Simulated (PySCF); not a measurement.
Molecule: SMILES C=C(F)C(=O)C(C)C, C6H9FO.

Cartesian coordinates in Å; atom numbers follow the order of the lines, from 1:
```xyz
17

C     2.9845   -0.2388    0.1029
C     1.7433   -0.0529   -0.3248
F     1.5181    0.5281   -1.5245
C     0.5299   -0.4636    0.4374
O     0.6445   -1.0225    1.5025
C    -0.8006   -0.1084   -0.1922
C    -1.9228   -0.9355    0.4240
C    -1.0386    1.3917    0.0299
H     3.1388   -0.7062    1.0581
H     3.8413    0.0622   -0.4730
H    -0.7407   -0.2977   -1.2688
H    -1.7691   -1.9933    0.2254
H    -2.8825   -0.6366    0.0109
H    -1.9409   -0.7919    1.5012
H    -1.9907    1.6783   -0.4102
H    -0.2542    1.9869   -0.4308
H    -1.0675    1.6121    1.0950
```

Frames of a GFN2-xTB Langevin trajectory at 400 K; GIAO PBE0/pcSseg-1 shieldings in PySCF, gas phase, non-relativistic; equivalent atoms averaged within each frame.

Scale: 13C (σref 186.93) and 1H (σref 31.72) against TMS; CFCl3 for 19F (σref 170.95); 17O (σref 336.08) vs H2O (reference shieldings calculated alike). The references are static minima.

Q: How do the shifts (ppm) fluctuate along the trajectory?

A: 
| time (fs) | C4 | C2 | C1 | C6 | C7/C8 | F3 | O5 | H10 | H9 | H11 |
| --- | --- | --- | --- | --- | --- | --- | --- | --- | --- | --- |
| 250 | 204.7 | 169.7 | 92.9 | 34.1 | 24.6 | -96.3 | 619.0 | 5.35 | 4.39 | 3.52 |
| 425 | 202.4 | 179.3 | 130.9 | 42.1 | 25.7 | -121.8 | 625.2 | 6.94 | 8.82 | 3.72 |
| 625 | 215.7 | 175.0 | 119.8 | 36.6 | 23.9 | -116.3 | 628.7 | 6.02 | 7.55 | 4.27 |
| 800 | 219.3 | 171.5 | 101.1 | 35.1 | 25.8 | -119.1 | 689.9 | 5.35 | 6.64 | 2.52 |
| 1000 | 207.3 | 159.3 | 100.4 | 37.4 | 22.1 | -73.5 | 612.3 | 6.23 | 6.02 | 4.33 |
| mean of frames | 209.9 | 171.0 | 109.0 | 37.1 | 24.4 | -105.4 | 635.0 | 5.98 | 6.68 | 3.67 |
| standard deviation | 7.3 | 7.5 | 15.8 | 3.1 | 1.5 | 20.5 | 31.3 | 0.67 | 1.66 | 0.73 |

5 frames give an uncertainty of the mean of about the standard deviation over 2.2 at best, since frames this close in time may not be independent; classical motion lacks zero-point vibration, and the reference would need the same averaging.
